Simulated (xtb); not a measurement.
Input file for xtb: GFN1-xTB on H4InNO (SMILES [NH2][InH][OH]), a point of a torsion scan.

```
$ xtb mol.xyz --gfn 1 --sp --chrg 0 --uhf 0
7

N      1.43504665    -0.49532183     0.06542990
In    -0.03812269     0.89239151    -0.13668252
O     -0.95944650     0.69143190    -1.83057990
H      1.96133587    -0.44423066     0.93169312
H      2.09087892    -0.43440435    -0.70696544
H     -0.63432557     2.03181693     0.98650264
H     -1.70216717     1.25473067    -2.04081329
```

Output:

```
[...]
           -------------------------------------------------
          |                Calculation Setup                |
           -------------------------------------------------



           -------------------------------------------------
          |                 G F N 1 - x T B                 |
           -------------------------------------------------

        Reference                      10.1021/acs.jctc.7b00118
      * Hamiltonian:
        H0-scaling (s, p, d)           1.850000    2.250000    2.000000
        zeta-weighting                 0.000000
      * Dispersion:
        s8                             2.400000
        a1                             0.630000
        a2                             5.000000
        s9                             0.000000
      * Repulsion:
        kExp                           1.500000
        rExp                           1.000000
      * Coulomb:
        alpha                          2.000000
        third order                    atomic
        anisotropic                    false
      * Halogen bond correction:
        rad-scale                      1.300000
        damping                        0.440000


          ...................................................
          :                      SETUP                      :
          :.................................................:
          :  # basis functions                  26          :
          :  # atomic orbitals                  25          :
          :  # shells                           15          :
          :  # electrons                        18          :
          :  # halogen bonds                     0          :
          :  max. iterations                   250          :
          :  Hamiltonian                  GFN1-xTB          :
          :  restarted?                      false          :
          :  GBSA solvation                  false          :
          :  PC potential                    false          :
          :  electronic temp.          300.0000000     K    :
          :  accuracy                    1.0000000          :
          :  -> integral cutoff          0.2500000E+02      :
          :  -> integral neglect         0.1000000E-07      :
          :  -> SCF convergence          0.1000000E-05 Eh   :
          :  -> wf. convergence          0.2000000E-04 e    :
          :  Broyden damping             0.4000000          :
          :  net charge                          0          :
          :  unpaired electrons                  0          :
          ...................................................

 iter      E             dE          RMSdq      gap      omega  full diag
   1    -11.6076057 -0.116076E+02  0.508E+00    4.02       0.0  T
   2    -11.6267721 -0.191664E-01  0.335E+00    4.96       1.0  T
   3    -11.6267078  0.643036E-04  0.848E-01    4.55       1.0  T
   4    -11.6277875 -0.107967E-02  0.513E-02    4.74       1.0  T
   5    -11.6277917 -0.415824E-05  0.187E-02    4.75       2.0  T
   6    -11.6277924 -0.779908E-06  0.179E-03    4.75      21.1  T
   7    -11.6277925 -0.236025E-07  0.135E-04    4.75     279.6  T
   8    -11.6277925 -0.533973E-11  0.601E-05    4.75     629.3  T

   *** convergence criteria satisfied after 8 iterations ***

         #    Occupation            Energy/Eh            Energy/eV
      -------------------------------------------------------------
         1        2.0000           -0.7244914             -19.7144
       ...           ...                  ...                  ...
         3        2.0000           -0.6200181             -16.8716
         4        2.0000           -0.5221858             -14.2094
         5        2.0000           -0.5034310             -13.6991
         6        2.0000           -0.4462117             -12.1420
         7        2.0000           -0.4403185             -11.9817
         8        2.0000           -0.4309927             -11.7279
         9        2.0000           -0.3718829             -10.1194 (HOMO)
        10                         -0.1973616              -5.3705 (LUMO)
        11                         -0.1341940              -3.6516
        12                         -0.1319362              -3.5902
        13                         -0.1269282              -3.4539
        14                         -0.1123734              -3.0578
       ...                                ...                  ...
        25                          0.7512419              20.4423
      -------------------------------------------------------------
                  HL-Gap            0.1745213 Eh            4.7490 eV
             Fermi-level           -0.2846222 Eh           -7.7450 eV

 SCC (total)                   0 d,  0 h,  0 min,  0.008 sec
 SCC setup                      ...        0 min,  0.000 sec (  1.584%)
 Dispersion                     ...        0 min,  0.000 sec (  0.614%)
 classical contributions        ...        0 min,  0.000 sec (  0.289%)
 integral evaluation            ...        0 min,  0.002 sec ( 23.715%)
 iterations                     ...        0 min,  0.002 sec ( 27.796%)
 molecular gradient             ...        0 min,  0.004 sec ( 43.151%)
 printout                       ...        0 min,  0.000 sec (  2.515%)

         :::::::::::::::::::::::::::::::::::::::::::::::::::::
         ::                     SUMMARY                     ::
         :::::::::::::::::::::::::::::::::::::::::::::::::::::
         :: total energy             -11.556854266121 Eh    ::
         :: gradient norm              0.030927194948 Eh/a0 ::
         :: HOMO-LUMO gap              4.748965569602 eV    ::
         ::.................................................::
         :: SCC energy               -11.627792471160 Eh    ::
         :: -> electrostatic           0.085244601759 Eh    ::
         :: repulsion energy           0.072300108965 Eh    ::
         :: dispersion energy         -0.001361903925 Eh    ::
         :: halogen bond corr.         0.000000000000 Eh    ::
         :: add. restraining           0.000000000000 Eh    ::
         :: total charge              -0.000000000000 e     ::
         :::::::::::::::::::::::::::::::::::::::::::::::::::::

           -------------------------------------------------
          |                Property Printout                |
           -------------------------------------------------

    * Orbital Energies and Occupations

         #    Occupation            Energy/Eh            Energy/eV
      -------------------------------------------------------------
         1        2.0000           -0.7244914             -19.7144
         2        2.0000           -0.7001311             -19.0515
         3        2.0000           -0.6200181             -16.8716
         4        2.0000           -0.5221858             -14.2094
         5        2.0000           -0.5034310             -13.6991
         6        2.0000           -0.4462117             -12.1420
         7        2.0000           -0.4403185             -11.9817
         8        2.0000           -0.4309927             -11.7279
         9        2.0000           -0.3718829             -10.1194 (HOMO)
        10                         -0.1973616              -5.3705 (LUMO)
        11                         -0.1341940              -3.6516
        12                         -0.1319362              -3.5902
        13                         -0.1269282              -3.4539
        14                         -0.1123734              -3.0578
        15                         -0.1113438              -3.0298
        16                         -0.0792354              -2.1561
        17                         -0.0661133              -1.7990
        18                         -0.0381698              -1.0387
Note: The following floating-point exceptions are signalling: IEEE_DENORMAL
normal termination of xtb
        19                          0.0335041               0.9117
        20                          0.0477248               1.2987
       ...                                ...                  ...
        25                          0.7512419              20.4423
      -------------------------------------------------------------
                  HL-Gap            0.1745213 Eh            4.7490 eV
             Fermi-level           -0.2846222 Eh           -7.7450 eV

  Mulliken/CM5 charges         n(s)   n(p)   n(d)
     1N    -0.53692 -0.99059   1.438  4.099  0.000
     2In    0.52742  0.61647   1.455  0.907  0.110
     3O    -0.64028 -0.86964   1.633  5.007  0.000
     4H     0.17948  0.36548   0.821  0.000  0.000
     5H     0.19416  0.38109   0.806  0.000  0.000
     6H    -0.04001  0.00646   1.040  0.000  0.000
     7H     0.31616  0.49073   0.684  0.000  0.000

Wiberg/Mayer (AO) data.
largest (>0.10) Wiberg bond orders for each atom

 ---------------------------------------------------------------------------
     #   Z sym  total        # sym  WBO       # sym  WBO       # sym  WBO
 ---------------------------------------------------------------------------
     1   7 N    3.040 --     4 H    0.951     5 H    0.939     2 In   0.857
                             6 H    0.193
     2  49 In   2.469 --     3 O    0.875     1 N    0.857     6 H    0.694
     3   8 O    1.977 --     7 H    0.887     2 In   0.875     6 H    0.118
     4   1 H    0.972 --     1 N    0.951
     5   1 H    0.965 --     1 N    0.939
     6   1 H    1.012 --     2 In   0.694     1 N    0.193     3 O    0.118
     7   1 H    0.905 --     3 O    0.887
 ---------------------------------------------------------------------------

Topologies differ in total number of bonds
Writing topology from bond orders to xtbtopo.mol

 dipole moment from electron density (au)
     X       Y       Z
   0.2821   1.2814   0.8750  total (Debye):    4.009


           -------------------------------------------------
          | TOTAL ENERGY              -11.556854266121 Eh   |
          | GRADIENT NORM               0.030927194948 Eh/α |
          | HOMO-LUMO GAP               4.748965569602 eV   |
           -------------------------------------------------

------------------------------------------------------------------------
------------------------------------------------------------------------
 total:
 SCF:
```

The run finished.

Cost: roughly 0.04 core-seconds.
